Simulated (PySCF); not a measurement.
C3H7NOSi, SMILES C1=CO[SiH2]NC1. Atoms are numbered in the order given.

```xyz
13

C      1.3129    -0.9635    -0.3056
C      1.5556     0.2443     0.2210
O      0.6242     1.1599     0.6056
Si    -0.9678     0.9481     0.0889
N     -1.1336    -0.7545    -0.0695
C     -0.0388    -1.5955    -0.5359
H      2.1836    -1.5666    -0.5787
H      2.5802     0.5974     0.3814
H     -1.1092     1.7389    -1.1692
H     -1.9131     1.4758     1.1063
H     -2.0324    -1.2167    -0.0143
H     -0.1360    -1.8519    -1.6117
H     -0.0605    -2.5592     0.0065
```

The structure is a stationary point at ωB97X-D3(BJ)/def2-SVP. This is a generated structure with no PubChem entry under its InChIKey; it may be hypothetical. One conformer was computed; it need not be the lowest.

All values below come from B3LYP/pcSseg-1 run with PySCF.

GIAO shieldings, no solvent; atoms listed in one row are averaged. δ = σ(ref) − σ: ¹³C against TMS (σ = 181.3 ppm); ¹⁷O against H2O (σ = 333.8 ppm); ²⁹Si against TMS (σ = 338.7 ppm); ¹⁵N against NH3 (σ = 265.5 ppm); ¹H against TMS (σ = 31.68 ppm), references at their B3LYP-D3(BJ)/def2-TZVP geometries, non-relativistic.

Computed chemical shifts:
```csv
nucleus,atoms,count,δ (ppm)
¹³C,C2,1,153.9
¹³C,C1,1,110.7
¹³C,C6,1,47.0
¹⁷O,O3,1,108.9
²⁹Si,Si4,1,-37.4
¹⁵N,N5,1,30.5
¹H,H8,1,6.75
¹H,H9,1,5.50
¹H,H10,1,5.10
¹H,H7,1,4.53
¹H,H12,1,4.16
¹H,H13,1,4.05
¹H,H11,1,0.58
```
